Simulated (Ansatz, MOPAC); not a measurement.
Molecule: C2H9O2Si, charge 1, multiplicity 1. SMILES: C[Si](C)(O)[OH2+]

Atoms: C1, Si2, C3, O4, O5, H6, H7, H8, H9, H10, H11, H12, H13, H14. Bonds: C1-Si2, C1-H6, C1-H7, C1-H8, Si2-C3, Si2-O4, Si2-O5, C3-H9, C3-H10, C3-H11, O4-H12, O5-H13, O5-H14.

Bond lengths (Å) and angles (degrees) optimised at PM7 with MOPAC; MNDO with MOPAC; MP2/6-31G* with Ansatz (a program for electronic structure), each started from the B3LYP-D3(BJ)/def2-TZVP structure (Ansatz) of the last column. A row stands for all coordinates that are equal there; 11 of 31 kinds are shown. 6-31G* holds six Cartesian d functions. No wavenumbers were computed at MNDO, MP2/6-31G*, so these may be saddle points.

```tsv
coordinate	PM7	MNDO	MP2/6-31G*	B3LYP-D3(BJ)/def2-TZVP
C1-Si2	1.827	1.794	1.845	1.837
C1-H6	1.113 to 1.116	1.107	1.094	1.092
C1-H7	1.121	1.108	1.095	1.093
Si2-C3	1.825	1.795	1.837	1.829
Si2-O4	1.547	1.619	1.633	1.612
Si2-O5	1.781	1.833	1.916	1.889
C3-H10	1.112	1.107	1.093	1.091
O4-H12	0.977	0.931	0.972	0.962
C1-Si2-C3	118.2	120.3	121.5	121.1
C1-Si2-O4	119.3	115.3	118.0	117.6
C1-Si2-O5	101.0	104.9	99.2	99.8
```

A range marks coordinates that this level makes unequal.

Mean signed difference of all 13 bond lengths from B3LYP-D3(BJ)/def2-TZVP: PM7 0.002 Å, MNDO -0.008 Å, MP2/6-31G* 0.008 Å.
